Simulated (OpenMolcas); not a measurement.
## Cu2+: moving or changing the point charges

Cu2+ among 5 point charges of -2 e arranged as a trigonal bipyramid (D3h), 1.87 Å from the ion, with the axial distance 1.795 Å.
```
   1.8700    0.0000    0.0000  -2.00
  -0.9350    1.6195    0.0000  -2.00
  -0.9350   -1.6195    0.0000  -2.00
   0.0000    0.0000    1.7952  -2.00
   0.0000    0.0000   -1.7952  -2.00
```

- Program: OpenMolcas 26.06
- Method: SS-CASPT2, IPEA 0.25 Eh, imaginary shift 0.1 Eh (closed shells correlated: 3s 3p)
- Basis: ANO-RCC-VDZP [5s4p2d1f]
- Scalar Hamiltonian: DKH2, point nucleus
- Active space: 9 electrons in 5 orbitals (3d)
- State averaging: 2S+1 = 2 even, 5 roots
- Spin-orbit coupling: state interaction with AMFI integrals over the reference wave functions

Runs around this geometry, states (labels of D3, the rotations of D3h). Energies in cm-1 above the lowest state or level, χT in cm3 K/mol.

```json
{"R (Å)": "1.87", "q (e)": "-1.3", "Axial / equatorial distance": "0.96", "Ground state": "2A1", "First state of that spin": "2E 4310", "First gap with spin-orbit (degeneracies)": "3860 (2, 2)", "χT at 300 K": "0.714"}
{"R (Å)": "1.87", "q (e)": "-2", "Axial / equatorial distance": "0.96", "Ground state": "2E", "First state of that spin": "2E 3630", "First gap with spin-orbit (degeneracies)": "1450 (2, 2)", "χT at 300 K": "1.243"}
{"R (Å)": "2.05", "q (e)": "-2", "Axial / equatorial distance": "0.96", "Ground state": "2A1", "First state of that spin": "2E 4520", "First gap with spin-orbit (degeneracies)": "4110 (2, 2)", "χT at 300 K": "0.701"}
{"R (Å)": "1.87", "q (e)": "-2", "Axial / equatorial distance": "1.04", "Ground state": "2A1", "First state of that spin": "2E 4820", "First gap with spin-orbit (degeneracies)": "4260 (2, 2)", "χT at 300 K": "0.684"}
```

The ground state changes within this set.

Roots that are degenerate in the reference are averaged as groups; the widest CASPT2 spread within a group is 62 cm-1 (the 2-fold group of multiplicity 2 near 0 cm-1 above the lowest state of its run, R = 1.87, q = -2, ratio = 0.96). Shifts and gaps below about the spread of the groups concerned are not significant. Over all roots computed the reference weight is 0.81 to 0.91 in R = 1.87 in q = -2 in ratio = 0.96; the roots of lowest weight are the least certain, and an intruder state may touch them. Free-ion shares, where given, are those of the reference states; single-state CASPT2 does not remix them. An orbital doublet at a regular site is open to a Jahn-Teller distortion, which this geometry leaves out (holds for R = 1.87, q = -2, ratio = 0.96). This is an electrostatic model: the charges have no orbitals. No measured value stands beside these numbers.
